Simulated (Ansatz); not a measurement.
System: tribromo(fluoro)germane, sum formula GeBr₃F, net charge 0, singlet state. 
Coordinates optimised at B3LYP-D3(BJ)/def2-TZVP (Ansatz, an electronic-structure program):
```
Ge
F 1 1.7292
Br 1 2.2874 2 107.08
Br 1 2.2874 2 107.08 3 -120.00
Br 1 2.2874 2 107.08 3 120.00
```
Charge 0, spin multiplicity 1.

Total electronic energies in hartree. Valence correlation only, unless marked. No spin-orbit coupling. The frozen core is the preceding noble-gas configuration, with the filled d and f shells of earlier blocks. Non-relativistic. CBS(X,Y): correlation extrapolated as X^-3; Hartree-Fock from the larger set (for Q and 5 zeta extrapolated as (X+1)exp(-9√X)). [CCSD(T)-MP2]/basis is that difference in the basis named.

```csv
level,program,energy (Eh)
HF/aug-cc-pVTZ,Ansatz,-9892.45697
revPBE-D4/def2-TZVPD,Ansatz + dftd4,-9898.69344
PBE0/def2-SVP,Ansatz,-9896.96002
PBE0-D4/def2-TZVPD,Ansatz + dftd4,-9898.29842
PBE0/def2-TZVPD,Ansatz,-9898.29082
BHLYP-D3(BJ)/def2-TZVPD,Ansatz + dftd3,-9899.46871
r2SCAN0/def2-TZVPD,Ansatz,-9899.41130
HSE06-D3(BJ)/def2-TZVPD,Ansatz + dftd3,-9898.30838
LC-wPBE/def2-TZVPD,Ansatz,-9898.13800
wB97X/def2-TZVPD,Ansatz,-9899.64556
B2GP-PLYP-D4/def2-TZVPD,Ansatz + dftd4,-9897.22990
B2GP-PLYP/def2-TZVPD,Ansatz,-9897.22602
B2PLYP-D4/def2-TZVPD,Ansatz + dftd4,-9897.83196
MP2/cc-pVQZ,Ansatz,-9893.39766
RI-MP2/cc-pVTZ,Ansatz,-9893.28766
SCS-MP2/aug-cc-pVQZ,Ansatz,-9893.39751
CCSD/6-31G*,Ansatz,-9891.64203
CCSD/aug-cc-pVDZ,Ansatz,-9892.81906
CCSD(T)/cc-pVDZ,Ansatz,-9892.76426
CCSD(T)/cc-pVTZ,Ansatz,-9893.36079
CCSD(T)/cc-pV5Z,Ansatz,-9893.50825
"RI-MP2/CBS(cc-pVTZ,cc-pVQZ)+[CCSD(T)-MP2]/cc-pVDZ",Ansatz,-9893.5060
"CCSD(T)/CBS(cc-pVQZ,cc-pV5Z)",Ansatz,-9893.5425
```

Totals of different functionals don't rank their quality; only differences between species are comparable.
